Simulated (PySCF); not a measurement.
**Bond length, frequency and bond energy of ZnB by level of theory**

State: ²Π (doublet), unpaired electrons π ↑. Set-up: basis Zn jorge-DZP-DKH, B jorge-DZP-DKH; spin-free X2C with a Gaussian nucleus; PySCF 2.14. De refers to Zn + B in their high-spin ground configurations, without counterpoise correction. The functionals are run spin-unrestricted. A positive dipole means Zn(−)B(+). Levels whose curve was spin-contaminated or gave no clean fit are not listed.

| Level | Re (Å) | ωe (cm⁻¹) | De (eV) | μ (D) | CPU s a point (SCF and correlation, without the integrals) |
| --- | --- | --- | --- | --- | --- |
| UHF-MP2 | 2.193 | 316 | 0.332 | n/a | 0.51 |
| UHF-CCSD | 2.268 | 276 | 0.234 | n/a | n/a |
| UHF-CCSD(T) | 2.211 | 325 | 0.353 | n/a | 6.8 |
| PBE | 2.120 | 396 | 1.02 | -1.84 | 0.44 |
| PBEsol | 2.089 | 420 | 1.18 | -1.81 | 0.31 |
| revPBE | 2.144 | 380 | 0.88 | -1.91 | 0.31 |
| PBE0 | 2.176 | 353 | 0.73 | -1.95 | 0.86 |
| HSE06 | 2.174 | 353 | 0.74 | -1.88 | 0.81 |
| M06-2X | 2.319 | 271 | 0.417 | -1.77 | 0.75 |

(1) Which functional lies closest to UHF-CCSD(T) in De, which farthest, and by how much do they differ from it?

(2) What does a quarter of exact exchange do here, going from PBE to PBE0?

Correlated steps freeze 6 core orbitals. Correlated levels converge slowly with the basis: in double zeta they bind strong bonds too weakly, by up to about 1 eV, and carry superposition errors of some tenths. The state is the lowest determinant that a PBE0 search found; another state may lie lower at other levels.

The whole job (state search and all levels along the bond) took about 2.5 min on 1 thread of Intel Xeon 6975P-C (shared host), peak memory 0.81 GiB.

## Answers

(1) Closest is M06-2X (+10.8 pm in Re, -16.6 % in ωe, +0.06 eV in De against UHF-CCSD(T) in the same basis), farthest PBEsol (-12.2 pm in Re, +29.2 % in ωe, +0.83 eV in De). CCSD(T) converges more slowly with the basis than the functionals do and binds too weakly in this one, so the order can change at the basis-set limit.

(2) PBE0 less PBE: +5.6 pm in Re, -10.9 % in ωe, -0.29 eV in De. Exact exchange removes part of the self-interaction that spreads semilocal densities, and in most molecules shortens and stiffens the bond and lowers De; here Re and ωe go the other way.
